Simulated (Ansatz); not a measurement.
Born–Oppenheimer molecular dynamics of H6O2W (9 atoms, charge 0, multiplicity 1). It starts from a relaxed structure.

The calculation used RHF/def2-SVP (Ansatz 0.2.0).

```
ensemble        : NVT, Nosé–Hoover chain
time step       : 0.5 fs
steps asked     : 100
set temperature : 300 K
thermostat      : time constant 300 fs, chain length 5
seed            : 965222
```

First frame:

```xyz
9
Properties=species:S:1:pos:R:3
W 0.023 0.018 0.158
H -0.414 0.253 1.763
H 1.339 0.380 1.265
O 0.168 1.748 -0.476
H -0.019 2.198 -1.285
H -1.607 -0.054 0.515
O 0.467 -1.758 0.086
H 0.567 -2.535 -0.440
H -0.777 -0.249 -1.424
```

(1) How far do the bonds stretch over the last three quarters of this one trajectory? (Pairs bonded in most of those frames.)

## Answers

(1) 
```tsv
bond	mean (Å)	spread (Å)	shortest	longest
W1–H2	1.677	0.015	1.65	1.70
W1–H3	1.769	0.033	1.71	1.82
W1–O4	1.856	0.026	1.82	1.90
W1–H6	1.678	0.041	1.62	1.73
W1–O7	1.827	0.015	1.80	1.84
W1–H9	1.783	0.018	1.75	1.81
O4–H5	0.947	0.018	0.92	0.97
O7–H8	0.943	0.006	0.93	0.95
```

Mean temperature of the second half: 159 K. The conserved energy stayed within 0.14 meV per atom of its start (net change 0.12 meV per atom), so the integration is sound. The mean temperature of the second half is 47 % below the set value. A run of 0.05 ps of so small a system gives no equilibrium averages.

Time of the run: 84 s on 1 thread of AMD EPYC 9R45 96-Core Processor (Zen 5) (shared host), peak memory 0.17 GiB.
